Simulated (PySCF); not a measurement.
**Electron affinity of I by level of theory**

I⁻ [Xe] (1S) → I [Kr] 4d10 5s2 5p5 (2P), as a difference of total energies. Computed with PySCF 2.14 in aug-cc-pVQZ-PP with ECP28MDF, with a scalar-relativistic core potential. Correlated levels: valence: 4s2 4p6 4d10 frozen. The calculations carry no spin-orbit coupling.

```json
{"method": "UHF", "electron affinity (eV)": "2.295"}
{"method": "PBE", "electron affinity (eV)": "3.248"}
{"method": "PBE0", "electron affinity (eV)": "3.237"}
{"method": "r2SCAN", "electron affinity (eV)": "3.258"}
{"method": "B3LYP", "electron affinity (eV)": "3.306"}
{"method": "BP86", "electron affinity (eV)": "3.378"}
{"method": "r2SCANh", "electron affinity (eV)": "3.254"}
{"method": "MP2 (valence)", "electron affinity (eV)": "3.290"}
{"method": "SCS-MP2 (valence)", "electron affinity (eV)": "3.236"}
```

Problem. Estimate what r2SCAN0 gives.

Solution. 3.247 eV, closest to PBE among the rows shown.

Problem. Estimate what LDA gives.

Solution. 3.507 eV, closest to BP86 among the rows shown.

The reference lies between the lowest fine-structure levels, while these numbers refer to the centres of the terms.

Errors of the correlated levels include the incompleteness of this basis and the frozen core.

For comparison: 3.059 eV (measured; photodetachment measurements, as compiled on the Wikipedia data page of electron affinities).
